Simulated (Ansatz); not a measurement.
Coupled-cluster run, CH$_{6}$FInOSi, SMILES `[CH3][In]([F])[O][SiH3]`.

```yaml
crystal:
  periodic: [false, false, false]
  atoms:
    - {symbol: C, position_ang: [-1.443970, -1.008726, 1.462805]}
    - {symbol: In, position_ang: [0.580060, -0.696379, 0.917705]}
    - {symbol: F, position_ang: [2.089201, -1.472801, 1.869870]}
    - {symbol: O, position_ang: [1.353846, 0.363678, -0.551868]}
    - {symbol: Si, position_ang: [0.825704, 1.273025, -1.790668]}
    - {symbol: H, position_ang: [-2.067615, -0.980212, 0.570979]}
    - {symbol: H, position_ang: [-1.533855, -1.972099, 1.961169]}
    - {symbol: H, position_ang: [-1.749022, -0.215156, 2.144587]}
    - {symbol: H, position_ang: [1.295619, 2.678635, -1.649891]}
    - {symbol: H, position_ang: [1.320145, 0.733085, -3.086708]}
    - {symbol: H, position_ang: [-0.670112, 1.296950, -1.847970]}
basis:
  gaussian: {orbitals: def2-TZVPP}
correlation: {method: ccsd_t}
output: {orbitals: {seedname: orbitals}}
```

```sh
$ ansatz run in.yaml --threads 2 --pin off --events-out ev --progress --plain --max-ram 32768MiB --backend cuda --devices 0, --max-vram 18GiB
```

The program prints (abridged):

```
Functional definition: HF
1771 factors; integrals over basis functions are off by at most 1.0e-3 eV
mean field evaluation 1: about -18878.7454 eV, gradient 5.6e1 eV
mean field evaluation 2: about -18878.8930 eV, gradient 5.6e1 eV
mean field evaluation 4: about -18884.7636 eV, gradient 4.1e0 eV
mean field evaluation 8: about -18884.8401 eV, gradient 3.8e-1 eV
mean field evaluation 16: about -18884.8411 eV, gradient 1.2e-6 eV
mean field -18884.84107159 eV, -694.0051087760 hartree, gradient 1.2e-6 eV, S^2 0.000000; 0 other end points of the search recorded, 0 dependent functions left out
12 core orbitals not correlated: weight in the atoms' cores, before any rotation towards them, 1.000 or more for the frozen orbitals, at most 0.000 for the correlated occupied ones
reference -18884.84107159 eV, -694.0051087760 hartree; 20, 20 occupied and 237, 237 virtual orbitals, 1771 factors
second order -29.37685527 eV of doubles, -0.00000000 eV of singles
cycle   1  -29.13772237 eV  change    2.4e-1 eV  update   1.4e-1
cycle   2  -29.85627914 eV  change   -7.2e-1 eV  update   4.5e-2
cycle   3  -30.05415469 eV  change   -2.0e-1 eV  update   2.5e-2
cycle   4  -30.04437913 eV  change    9.8e-3 eV  update   6.8e-3
cycle   5  -30.03707499 eV  change    7.3e-3 eV  update   3.0e-3
cycle   6  -30.03827134 eV  change   -1.2e-3 eV  update   1.1e-3
cycle   7  -30.03829896 eV  change   -2.8e-5 eV  update   3.7e-4
cycle   8  -30.03806631 eV  change    2.3e-4 eV  update   1.4e-4
cycle   9  -30.03808713 eV  change   -2.1e-5 eV  update   5.2e-5
cycle  10  -30.03814415 eV  change   -5.7e-5 eV  update   2.2e-5
cycle  11  -30.03811049 eV  change    3.4e-5 eV  update   9.8e-6
perturbative correction -1.00776806 eV, -0.0370347933 hartree
Total energy: -18915.88695014 eV, -695.1460237691 hartree
```

Run time 6.5 s (2 threads of an AMD EPYC 7R13 on a shared host and a share of an NVIDIA H100 80 GB); peak host memory 0.84 GiB.

MP2 recovers 94.6 % of the CCSD(T) correlation energy and the triples give 3.2 %; T1 = 0.0148.
